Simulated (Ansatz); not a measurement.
Stepwise reaction of `[F][Hf]([Cl])([Cl])[Cl]` with hydrogen fluoride, as a gas-phase model of exchange steps in deposition or etching. ΔE in kJ/mol; ΔG adds harmonic PBE0-D4 terms to CCSD(T)/CBS, at 1 bar.

Isolated molecules relaxed with PBE0-D4/def2-TZVP in Ansatz; ΔE leaves out vibrations. CCSD(T)/CBS is the MP2 limit (def2-TZVPP, def2-QZVPP) plus CCSD(T) − MP2 in def2-TZVPP, frozen cores. This one scheme is used for every species. Functionals use def2-TZVPP. B3LYP here is the variant with VWN-RPA as its local correlation; programs differ in this. Elements past krypton have def2 core potentials. For Hf outer-core shells are correlated without core-valence functions, which leaves a few kJ/mol of doubt a bond.

| step | reaction | PBE-D4 | B3LYP-D4 | ωB97M-V | CCSD(T)/CBS | ΔG(400 K) |
| --- | --- | --- | --- | --- | --- | --- |
| 1 | `[F][Hf]([Cl])([Cl])[Cl]` + H–F → `[F][Hf]([F])([Cl])[Cl]` + HCl | -22.3 | -22.9 | -22.8 | -13.4 | -21.0 |
| 2 | `[F][Hf]([F])([Cl])[Cl]` + H–F → `[F][Hf]([F])([F])[Cl]` + HCl | -22.0 | -22.8 | -21.9 | -13.8 | -18.7 |
| 3 | `[F][Hf]([F])([F])[Cl]` + H–F → `[F][Hf]([F])([F])[F]` + HCl | -21.4 | -22.6 | -20.7 | -13.8 | -15.4 |

(1) By hand: ΔE of the 3 steps together at CCSD(T)/CBS.

Answers

(1) (-13.4) + (-13.8) + (-13.8) = -41.0 kJ/mol, or -13.7 kJ/mol a step.

In ΔE the steps differ by no more than 0.4 kJ/mol. All are downhill at CCSD(T)/CBS. ΔG lies between -21.0 and -15.4 kJ/mol a step. PBE-D4 differs from CCSD(T)/CBS by -8.9 to -7.6 kJ/mol a step. Isolated molecules leave out the surface, adducts and barriers. Largest T1 diagnostic: 0.016.
